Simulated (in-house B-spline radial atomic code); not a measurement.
# RPA and G0W0 on wB97X: neutral nitrogen

Configuration [He] 2s2 2p3, highest spin, mean-field start wB97X. Computed with an all-electron radial atomic-structure program (B-spline basis): all electrons, non-relativistic, point nucleus, each spin shell either full or empty, empty states to l = 9 with an (l + 1/2)⁻⁴ tail; G0W0 by contour deformation at full frequency.

Command:
```bash
python run_gw.py task.json out
```
Settings (radii: box in bohr, nucleus in fm):
```
Z                        7
electrons                7
configuration            [He] 2s2 2p3
hamiltonian              nr
method                   wb97x
lmax                     9
spin_polarised           True
box_radius               40
intervals                49
```

Run time, properties included: 0.9 s on 1 thread of Arm Neoverse V2, on a shared host.

Energies (hartree):

```json
{"term": "mean-field total", "value": "-54.59480"}
{"term": "Hartree-Fock functional on these orbitals", "value": "-54.40181"}
{"term": "direct second order", "value": "-0.34483"}
{"term": "second-order exchange", "value": "0.15822"}
{"term": "SOSEX correction", "value": "0.14103"}
```

**Question.** What is the RPA correlation energy, and what remains with SOSEX?

**Answer.** RPA gives -0.29875 hartree (-1.16 eV per electron); RPA + SOSEX gives -0.15772, and the second-order doubles -0.18661 hartree (no singles). SOSEX takes back 47 % of the RPA value.

Quasi-particle levels (eV):

```json
{"level": "2p up", "occupied": "yes", "mean field": "-12.698", "Σx - vxc": "-2.94", "Σc": "?", "QP weight": "?", "G0W0": "?"}
{"level": "2s down", "occupied": "yes", "mean field": "-19.515", "Σx - vxc": "-0.36", "Σc": "-1.05", "QP weight": "0.922", "G0W0": "-20.920"}
```

G0W0 = mean field + (Σx - vxc) + Σc, with Σc (partial-wave tail included) taken at the quasi-particle energy. Levels of low weight are left out.

**Question.** Where does G0W0 put 2p up?

**Answer.** At -14.791 eV, with Σc = 0.85 eV and a quasi-particle weight of 0.916. The tabulated removal energy is 14.534 eV (NIST, measured).
